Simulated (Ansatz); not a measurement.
Total energies of C2H5AlO (`[CH3][Al]1[CH2][O]1`).

Cartesian coordinates in Å:
```
C 0.690 -1.672 0.336
Al -0.028 0.086 -0.027
C -0.938 1.723 -0.225
O 0.388 1.513 -0.867
H 1.025 -2.144 -0.592
H -0.043 -2.326 0.812
H 1.557 -1.594 0.999
H -0.919 2.522 0.518
H -1.732 1.892 -0.954
```

Total charge 0; spin multiplicity 1. All single points use the PBE0-D4/def2-TZVP geometry. Basis def2-TZVPP, the Gaussian-basis code of Ansatz.

RPA on PBE orbitals: Hartree–Fock energy of these orbitals -395.42294 Eh, correlation -1.07992 Eh (frozen core).

| functional | energy without D4 (Eh) | D4 term (kJ/mol) |
| --- | --- | --- |
| ωB97X-V | -396.83546 | – |
| B2PLYP | -396.68748 | – |

**Question.** Give the same for LDA (SPW92), PBE, revPBE, BLYP, r2SCAN, B97M-V, PBE0, B3LYP, r2SCANh, r2SCAN0, HSE06 (plane-wave form), BHLYP, CAM-B3LYP, LC-ωPBE, ωB97M-V, PBE-QIDH. (An estimate is asked.)

**Answer.** Computed: 
```tsv
functional	energy without D4 (Eh)	D4 term (kJ/mol)
LDA (SPW92)	-394.58922	–
PBE	-396.60183	-12.8
revPBE	-396.82802	-40.4
BLYP	-396.88056	-28.3
r2SCAN	-396.81402	-3.1
B97M-V	-396.84695	–
PBE0	-396.63183	-10.7
B3LYP	-396.95519	-20.7
r2SCANh	-396.80285	-3.3
r2SCAN0	-396.78706	-3.6
HSE06 (plane-wave form)	-396.61767	-10.0
BHLYP	-396.83602	-16.0
CAM-B3LYP	-396.86097	-10.9
LC-ωPBE	-396.74562	–
ωB97M-V	-396.84453	–
PBE-QIDH	-396.51967	–
```

B3LYP takes the VWN-RPA correlation (the form of Gaussian; ORCA's B3LYP/G). HSE06 is the plane-wave form, built on full-range PBE exchange. The double hybrids freeze the cores in their second-order part.

LC-ωPBE has ω = 0.4 bohr⁻¹.
